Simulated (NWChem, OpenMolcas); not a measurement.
## A ladder of methods for WO3 (tungsten trioxide)

The species is WO3 (4 atoms), meant as a singlet with charge 0. As SMILES, `[O]=[W](=[O])=[O]`. Geometry: relaxed at PBE0-D4/def2-TZVP.

Each level gives the vertical energy of the triplet above the singlet (eV). The values are calculated.

```tsv
level	kind	program	value (eV)	CPU time (all runs)
HF/def2-SVPD (core potential)	Hartree–Fock	NWChem	0.63	2.1 min
SVWN5/def2-SVPD (core potential)	LDA	OpenMolcas	2.24	83 s
PBE/def2-SVPD (core potential)	GGA	OpenMolcas	2.09	1.8 min
revPBE/def2-SVPD (core potential)	GGA	OpenMolcas	2.07	1.9 min
M06-L/def2-SVPD (core potential)	meta-GGA	OpenMolcas	2.21	2.5 min
r2SCAN/def2-SVPD (core potential)	meta-GGA	OpenMolcas	1.99	2.7 min
B3LYP/def2-SVPD (core potential)	global hybrid	OpenMolcas	2.08	1.9 min
CAM-B3LYP/def2-SVPD (core potential)	range-separated hybrid	NWChem	2.33	5.6 min
```

Spin-orbit coupling, which can split open shells on such heavy atoms by tenths of an eV, is left out. The values span 0.63 to 2.33 eV. Spin contamination of the reference (⟨S²⟩ at least 0.1 too high) touches HF/def2-SVPD. CPU times are rough (shared hosts, several kinds of processor): they show what a rung costs within a factor of a few.
